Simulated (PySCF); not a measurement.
Gas-phase equilibrium of 1 mol HF, 0.27 mol H2O at 800 K and 0.0100 bar, among 15 species (O2, F2, O, F, HO2, HOF, H2O, H, FO, H2O2, O3, HF, H2, F2O, OH). Only gases are allowed; each row takes one source of thermochemistry for all species, and Cantera finds the minimum.

Energies from PySCF (xtb for GFN2), thermal terms from the rigid-rotor harmonic-oscillator model, ideal gas at 1 bar. 'Table' is the NASA 1993 thermochemical table (part measured, part estimated). † marks an energy on the PBE0/def2-TZVP geometry and frequencies; other levels use their own. 6-31G* has spherical d functions here. Open shells (unrestricted) among the columns below: O (multiplicity 3, electronic degeneracy 9), OH (multiplicity 2, electronic degeneracy 4); the rest are closed-shell singlets. GFN2 has no spin-polarisation term. Spin-orbit splitting is ignored; it lowers the true energy and changes the entropy of O, OH. The harmonic model lacks anharmonicity and excited electronic states, which grow with temperature; levels with a mode under 35 cm⁻¹ are left out. The table's entry may be an old estimate for OH (not checked at source).

Molecules larger than those listed are left out. Also missing: (HF)n, which can matter at low temperature or high pressure. Table species left out: FO2, H2F2, H3F3, H4F4.

With table thermochemistry: HF 0.79, H2O 0.21, H2 2.9e-9, OH 3.7e-11, O <1e-12.

Q: How far does the composition move with the other sources (GFN2-xTB, HF/6-31G*, HF/def2-TZVP†, M06-2X/def2-TZVP†, PBE0/def2-TZVP, ωB97X-V/def2-TZVP†)?

A: 
| thermochemistry | x HF | x H2O | x H2 | x OH | x O |
|---|---|---|---|---|---|
| table | 0.79 | 0.21 | 2.9e-9 | 3.7e-11 | <1e-12 |
| GFN2-xTB | 0.79 | 0.21 | 4.8e-10 | <1e-12 | <1e-12 |
| HF/6-31G* | 0.79 | 0.21 | 9.7e-5 | 6.6e-5 | 6.4e-5 |
| HF/def2-TZVP† | 0.79 | 0.21 | 1.2e-5 | 1.5e-5 | 3.9e-6 |
| M06-2X/def2-TZVP† | 0.79 | 0.21 | 1.5e-8 | 7.9e-11 | <1e-12 |
| PBE0/def2-TZVP | 0.79 | 0.21 | 3.1e-8 | 1.3e-10 | <1e-12 |
| ωB97X-V/def2-TZVP† | 0.79 | 0.21 | 5.1e-8 | 1.0e-10 | <1e-12 |
The most sensitive of these is OH: it spans a factor of 10^7.8 over these rows; at this temperature one factor of ten is RT ln 10 = 15 kJ/mol.
